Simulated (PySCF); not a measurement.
PySCF 2.14 output of a UHF calculation on a single atom or ion in def2-SVP, with the non-relativistic Hamiltonian (point nucleus):

```
SCF conv_tol = 1e-09
number electrons alpha = 9  beta = 7
cycle= 1 E= -596.04449214437  delta_E= -0.00195  |g|= 0.0131  |ddm|= 0.0457
cycle= 2 E= -596.044571152122  delta_E= -7.9e-05  |g|= 0.00265  |ddm|= 0.00899
cycle= 3 E= -596.044574526456  delta_E= -3.37e-06  |g|= 8.58e-06  |ddm|= 0.00225
cycle= 4 E= -596.044574526486  delta_E= -2.91e-11  |g|= 1.91e-07  |ddm|= 5.74e-06
converged SCF energy = -596.044574526486  <S^2> = 2.0018858  2S+1 = 3.001257
```

The run itself started from symmetry-adapted Hartree-Fock orbitals and held the occupation by maximum overlap, so the iterations belong to that start.

**Question.** Which element, charge and spin multiplicity is this?

**Answer.** K³⁺ (potassium, charge +3), multiplicity 3; the state was [Ne] 3s2 3p4, high-spin 3P determinant.
